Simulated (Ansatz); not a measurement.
Consider the substitution at a C–Si bond: `BO[SiH](C)C` + `[OH][Al]([F])[F]` → `C[O][Al]([F])[F]` + `BO[SiH2]C`.

Program: Ansatz. Geometries: PBE0-D4/def2-TZVP. ΔE: electronic, gas phase. CBS: MP2 limit from def2 TZ/QZ plus the TZ coupled-cluster correction, frozen cores. DFT in def2-TZVPP. B3LYP here is the variant with VWN-RPA as its local correlation; programs differ in this. Each species was taken in one conformer, which may not be the lowest.

`BO[SiH](C)C`:

```xyz
14

B    -0.198   -1.699   -1.677
O     0.005   -0.394   -1.444
Si    0.448    0.504   -0.110
C     0.690   -0.576    1.385
C    -0.874    1.782    0.155
H    -0.525   -2.034   -2.782
H    -0.058   -2.509   -0.795
H     1.732    1.161   -0.476
H     1.011    0.035    2.233
H     1.454   -1.337    1.211
H    -0.235   -1.085    1.667
H    -1.825    1.313    0.421
H    -0.596    2.464    0.963
H    -1.028    2.375   -0.749
```

`[OH][Al]([F])[F]`:

Cartesian coordinates in Å:
```
O 0.173 1.229 -0.051
Al -0.173 -0.407 -0.149
F -1.116 -0.946 -1.369
F 0.400 -1.491 0.936
H 0.717 1.615 0.633
```

`C[O][Al]([F])[F]`:

Cartesian coordinates in Å:
```
C -0.707 -0.918 0.577
O -0.456 0.384 0.123
Al 0.769 1.175 -0.673
F 0.617 2.767 -1.008
F 2.140 0.409 -1.140
H 0.116 -1.605 0.355
H -1.615 -1.305 0.106
H -0.863 -0.907 1.660
```

`BO[SiH2]C`:

Cartesian coordinates in Å:
```
B 0.444 1.957 -1.039
O -0.295 1.119 -0.291
Si -0.491 -0.532 -0.313
C 0.025 -1.217 1.332
H 1.135 1.526 -1.927
H 0.395 3.130 -0.791
H -1.929 -0.791 -0.572
H 0.324 -1.102 -1.419
H -0.136 -2.298 1.360
H 1.084 -1.026 1.522
H -0.556 -0.765 2.140
```

Q: Is it downhill or uphill in electronic energy at CCSD(T)/CBS, and by how much? (An estimate is asked.)

A: The calculation gave: Uphill: ΔE = +26.8 kcal/mol.

Q: What do these levels give: B3LYP-D4, B2PLYP, PBE0, B3LYP, MP2/def2-QZVPP, SCS-MP2/def2-QZVPP? (Best estimate.)

A: The calculation gave: B3LYP-D4 24.5, B2PLYP 24.7, PBE0 25.4, B3LYP 23.3, MP2/def2-QZVPP 28.1, SCS-MP2/def2-QZVPP 25.7 kcal/mol.

Largest T1 diagnostic among the species: 0.013.

In def2-TZVPP, CCSD(T) changes the Hartree–Fock value by +4.9 kcal/mol (the triples alone add +0.5 kcal/mol) and MP2 by +6.6 kcal/mol. The D4 term adds +1.2 kcal/mol with B3LYP and +0.7 kcal/mol with PBE0; it sums over pairs of atoms, weighted by their polarisabilities, and B3LYP, whose exchange is more repulsive, gets the larger term.
